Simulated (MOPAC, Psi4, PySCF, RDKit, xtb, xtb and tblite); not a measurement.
Two geometries of SMILES OB(O)[SiH2]c1ccccc1, relaxed at GFN2-xTB with one dihedral held; other torsions can differ between them too.

Structure A

```
19

O      4.0774    -0.2702     0.0644
B      2.8042     0.1396     0.2416
O      2.6459     1.4126     0.7107
Si     1.3477    -1.1278    -0.1844
C      0.2850    -1.4703     1.3549
C     -1.0375    -1.8896     1.2451
C     -1.8050    -2.1525     2.3650
C     -1.2596    -2.0028     3.6294
C      0.0548    -1.5892     3.7627
C      0.8130    -1.3255     2.6357
H      4.7469     0.3821     0.2863
H      1.7556     1.7276     0.8527
H      1.7743    -2.4389    -0.6993
H      0.3862    -0.6104    -1.1869
H     -1.4664    -2.0092     0.2610
H     -2.8307    -2.4753     2.2550
H     -1.8561    -2.2073     4.5069
H      0.4876    -1.4713     4.7463
H      1.8395    -1.0008     2.7508
```

Structure B

```
19

O      4.0557    -0.1374     0.1464
B      2.7414     0.1613     0.2090
O      2.4275     1.4500     0.5291
Si     1.4296    -1.2797    -0.1483
C     -0.3226    -0.5566     0.0136
C     -1.2663    -0.6522    -1.0039
C     -2.5251    -0.0925    -0.8755
C     -2.8700     0.5800     0.2848
C     -1.9484     0.6855     1.3130
C     -0.6916     0.1248     1.1722
H      4.6453     0.5981     0.3320
H      1.4999     1.6772     0.5811
H      1.4856    -2.4107     0.7978
H      1.4948    -1.8917    -1.4868
H     -1.0062    -1.1781    -1.9110
H     -3.2411    -0.1807    -1.6804
H     -3.8520     1.0182     0.3888
H     -2.2111     1.2054     2.2238
H      0.0180     0.2063     1.9865
```

### Question
Which is lower in energy at the level PBE0-D3(BJ)/def2-SVP // GFN2-xTB (Psi4 1.11), and by how much?

### Answer
B is lower, by 8.13 kJ/mol (dihedral O1–B2–Si4–C5: 120° in A, 180° in B).

E(B) − E(A) in kJ/mol at the other levels, on the same two geometries: GFN2-xTB (xtb and tblite) -1.21; PBE0/def2-SVP // GFN2-xTB (Psi4) -7.41; PBE/def2-SVP // GFN2-xTB (Psi4) -7.29; PBE-D3(BJ)/def2-SVP // GFN2-xTB (Psi4) -8.13; UFF // GFN2-xTB (RDKit) -1.08; PM3, restricted, heats of formation // GFN2-xTB (MOPAC) -1.75; PM6, restricted, heats of formation // GFN2-xTB (MOPAC) -2.20; GFN1-xTB // GFN2-xTB (xtb) -0.70; restricted B3LYP/6-31G*, spherical d, density fitting // GFN2-xTB (PySCF) -6.90; restricted Hartree-Fock/6-31G*, spherical d, density fitting // GFN2-xTB (PySCF) -6.48; restricted Hartree-Fock/3-21G, density fitting // GFN2-xTB (PySCF) -7.20; restricted BP86/6-31G*, spherical d, density fitting // GFN2-xTB (PySCF) -6.49.
